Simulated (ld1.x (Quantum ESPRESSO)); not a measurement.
u(r) = r·R(r): atom against pseudo-atom (Zn (Z = 30))

Columns: radius, all-electron u(r) and pseudo u(r) of the 3p shell (level -124.94 eV) of zinc in the configuration [Ne] 3s2 3p6 3d9 4s0 4p0; BLYP, scalar-relativistic, TM scheme, ld1.x (Quantum ESPRESSO) 7.5.

```
r (bohr)  all-electron   pseudo
   0.081        0.5850  -0.0638
   0.162        0.5737  -0.2416
   0.243        0.0475  -0.4955
   0.324       -0.5281  -0.7722
   0.405       -0.9522  -1.0162
   0.486       -1.1921  -1.1858
   0.567       -1.2802  -1.2630
   0.648       -1.2638  -1.2541
   0.729       -1.1847  -1.1818
   0.810       -1.0733  -1.0729
   0.891       -0.9496  -0.9496
   0.972       -0.8259  -0.8259
   1.053       -0.7092  -0.7092
   1.134       -0.6030  -0.6030
   1.215       -0.5087  -0.5087
   1.296       -0.4264  -0.4264
   1.377       -0.3556  -0.3556
   1.458       -0.2952  -0.2952
   1.539       -0.2442  -0.2442
   1.620       -0.2014  -0.2014
   1.701       -0.1656  -0.1656
   1.782       -0.1358  -0.1358
   1.863       -0.1111  -0.1111
   1.944       -0.0908  -0.0908
   2.025       -0.0740  -0.0740
   2.106       -0.0602  -0.0602
```

Problem. How many radial nodes do the two functions have?

Solution. The all-electron 3p function has n − l − 1 = 1; the pseudo-wave has 0, since the states of the same l below it are removed with the core.

Problem. At about which radius was the pseudo-wave matched?

Solution. 0.96 bohr. The columns agree to 0.0005 from 0.81 bohr on; several derivatives are matched, so the curves merge somewhat inside the radius.

Problem. Is the pseudo-wave norm-conserving?

Solution. Yes: the TM scheme keeps the norm inside the radius equal to the all-electron one, which fixes the energy derivative of the logarithmic derivative at the level.
